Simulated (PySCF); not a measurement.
HCl$_{2}$OTi (SMILES [OH][Ti]([Cl])[Cl]), doublet, at a GFN2-xTB geometry (such geometries of metal compounds can be far from the true shape) (the multiplicity is a formal guess); TPSS/3-21G (PySCF).

Input for PySCF:
```python
from pyscf import gto, scf, dft

mol = gto.M(
    atom='''
Ti    0.319692   -0.138951    0.191853
Cl   -1.542571   -1.127166    0.024657
Cl    0.202576    1.709583   -0.828810
O     1.664176   -0.723319    0.998699
H     2.433283   -1.057604    1.460253
''',
    basis='3-21g',
    charge=0,
    spin=1,
    verbose=4,
)

mf = dft.UKS(mol)
mf.xc = 'tpss'
mf.kernel()
```

The log (banner, timings and long lists left out):

```
PySCF version 2.14.0

[INPUT] verbose = 4
[INPUT] num. atoms = 5
[INPUT] num. electrons = 65
[INPUT] charge = 0
[INPUT] spin (= nelec alpha-beta = 2S) = 1
[INPUT] symmetry False subgroup None
[INPUT] Mole.unit = angstrom
[INPUT] Symbol           X                Y                Z      unit          X                Y                Z       unit  Magmom
[INPUT]  1 Ti     0.319692000000  -0.138951000000   0.191853000000 AA    0.604130324214  -0.262579334734   0.362549626176 Bohr   0.0
[INPUT]  2 Cl    -1.542571000000  -1.127166000000   0.024657000000 AA   -2.915036717696  -2.130035036922   0.046594977053 Bohr   0.0
[INPUT]  3 Cl     0.202576000000   1.709583000000  -0.828810000000 AA    0.382813159410   3.230643657212  -1.566223909301 Bohr   0.0
[INPUT]  4 O      1.664176000000  -0.723319000000   0.998699000000 AA    3.144836863074  -1.366874810694   1.887267590877 Bohr   0.0
[INPUT]  5 H      2.433283000000  -1.057604000000   1.460253000000 AA    4.598238453560  -1.998581908245   2.759478242575 Bohr   0.0

nuclear repulsion = 343.04684917292
number of shells = 32
number of NR pGTOs = 126
number of NR cGTOs = 64
basis = 3-21g
ecp = {}

******** <class 'pyscf.dft.uks.UKS'> ********
method = UKS
initial guess = minao
damping factor = 0
level_shift factor = 0
DIIS = <class 'pyscf.scf.diis.CDIIS'>
diis_start_cycle = 1
diis_space = 8
diis_damp = 0
SCF conv_tol = 1e-09
SCF conv_tol_grad = None
SCF max_cycles = 50
direct_scf = True
direct_scf_tol = 1e-13
number electrons alpha = 33  beta = 32
XC library pyscf.dft.libxc version 7.1.2
    S. Lehtola, C. Steigemann, M. J. T. Oliveira, and M. A. L. Marques,  SoftwareX 7, 1–5 (2018)
XC functionals = tpss
    J. Tao, J. P. Perdew, V. N. Staroverov, and G. E. Scuseria,  Phys. Rev. Lett. 91, 146401 (2003)
    J. P. Perdew, J. Tao, V. N. Staroverov, and G. E. Scuseria,  J. Chem. Phys. 120, 6898 (2004)
    J. Tao, J. P. Perdew, V. N. Staroverov, and G. E. Scuseria,  Phys. Rev. Lett. 91, 146401 (2003)
    J. P. Perdew, J. Tao, V. N. Staroverov, and G. E. Scuseria,  J. Chem. Phys. 120, 6898 (2004)
radial grids:
    Treutler-Ahlrichs [JCP 102, 346 (1995); DOI:10.1063/1.469408] (M4) radial grids

becke partition: Becke, JCP 88, 2547 (1988); DOI:10.1063/1.454033
pruning grids: <function nwchem_prune>
grids dens level: 3
symmetrized grids: False
atomic radii adjust function: <function treutler_atomic_radii_adjust>
small_rho_cutoff = 0
Set gradient conv threshold to 3.16228e-05
tot grids = 82560
init E= -1836.08350586731

cycle= 1 E= -1836.81339591425  delta_E= -0.73  |g|= 0.585  |ddm|= 1.81
cycle= 2 E= -1834.04533334041  delta_E= 2.77  |g|= 2.75  |ddm|= 1.63
cycle= 3 E= -1836.89642385955  delta_E= -2.85  |g|= 0.301  |ddm|= 1.43
cycle= 4 E= -1836.89517983786  delta_E= 0.00124  |g|= 0.284  |ddm|= 0.566
cycle= 5 E= -1836.93955095608  delta_E= -0.0444  |g|= 0.0852  |ddm|= 0.241
cycle= 6 E= -1836.94315674416  delta_E= -0.00361  |g|= 0.0166  |ddm|= 0.0668
cycle= 7 E= -1836.94330999626  delta_E= -0.000153  |g|= 0.0017  |ddm|= 0.0138
cycle= 8 E= -1836.94331184368  delta_E= -1.85e-06  |g|= 0.000286  |ddm|= 0.00218
cycle= 9 E= -1836.94331191632  delta_E= -7.26e-08  |g|= 5.44e-05  |ddm|= 0.000573
cycle= 10 E= -1836.94331191809  delta_E= -1.77e-09  |g|= 3.26e-05  |ddm|= 0.000106
cycle= 11 E= -1836.94331191883  delta_E= -7.39e-10  |g|= 2.68e-06  |ddm|= 4.07e-05
Extra cycle  E= -1836.94331191881  delta_E= 1.5e-11  |g|= 4.31e-06  |ddm|= 7.66e-06
converged SCF energy = -1836.94331191881  <S^2> = 0.7533604  2S+1 = 2.0033576
```
